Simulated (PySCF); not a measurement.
## Two-photon absorption: SMILES FC(F)(F)c1cccs1, C5H3F3S

Geometry:
```csv
atom,x (Å),y (Å),z (Å)
F1,-2.266,1.163,1.199
C2,-1.933,0.269,0.263
F3,-2.579,0.624,-0.853
F4,-2.410,-0.918,0.640
C5,-0.456,0.202,0.062
C6,0.316,-0.931,0.026
C7,1.686,-0.639,-0.209
C8,1.915,0.706,-0.346
S9,0.478,1.626,-0.192
H10,-0.094,-1.931,0.169
H11,2.472,-1.392,-0.271
H12,2.864,1.211,-0.526
```

Method used: TDDFT CAM-B3LYP/aug-cc-pVDZ excited states, vertical, gas phase in PySCF 2.14.0. Geometry: PBE0-D3(BJ)/def2-SVP.

How strongly do the lowest singlets absorb one photon, and two photons of half the energy?

δ for parallel linear polarisation; σ at the peak of a Lorentzian of half width 0.1 eV, single beam; Ω is circular over linear.
| state | E (eV) | f | photon λ (nm) | δ (au) | σ (GM) | Ω | main |
| --- | --- | --- | --- | --- | --- | --- | --- |
| S1 | 5.62 | 0.111 | 441 | 10.5 | 0.12 | 1.16 | HOMO→LUMO 0.83, HOMO−1→LUMO 0.11 |
| S2 | 5.82 | 0.112 | 426 | 25.2 | 0.31 | 0.77 | HOMO−1→LUMO 0.78, HOMO→LUMO 0.12 |
| S3 | 6.43 | 0.005 | 386 | 24.3 | 0.37 | 1.50 | HOMO→LUMO+1 0.50, HOMO→LUMO+4 0.17 |
| S4 | 6.52 | 0.003 | 380 | 22.1 | 0.34 | 1.50 | HOMO−1→LUMO+4 0.35, HOMO−1→LUMO+1 0.13 |
| S5 | 6.68 | 0.001 | 371 | 42.3 | 0.69 | 1.50 | HOMO→LUMO+1 0.32, HOMO→LUMO+4 0.25 |
| S6 | 6.99 | 0.001 | 355 | 83.3 | 1.49 | 1.50 | HOMO−1→LUMO+1 0.69 |
